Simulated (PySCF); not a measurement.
## Working out the electron affinity of Pb

Pb⁻ [Xe] 4f14 5d10 6s2 6p3 (4S) → Pb [Xe] 4f14 5d10 6s2 6p2 (3P). Calculation: PySCF 2.14, in aug-cc-pVQZ-PP with ECP60MDF (7s7p5d3f2g, 92 functions); a scalar-relativistic core potential. Frozen: 5s2 5p6 5d10. Energies in hartree (1 hartree = 27.21139 eV):

| part | Pb⁻ (lower) | Pb (upper) |
| --- | --- | --- |
| UHF | -191.867995 | -191.836173 |
| CCSD correlation | -0.063057 | -0.049248 |
| (T) | -0.002634 | -0.001268 |

Problem. What does Hartree-Fock give?

Solution. (-191.836173) − (-191.867995) = 0.031822 hartree = 0.866 eV.

Problem. What do CCSD and CCSD(T) give?

Solution. The CCSD correlation energies differ by 0.013809 hartree = 0.376 eV and the triples by 0.001366 hartree = 0.037 eV, so CCSD gives 1.242 eV and CCSD(T) 1.279 eV.

Reference: 0.357 eV (measured; photodetachment measurements, as compiled on the Wikipedia data page of electron affinities), between the lowest levels; spin-orbit coupling is absent from the calculation.

What remains against the reference includes basis incompleteness, the frozen core and higher excitations.
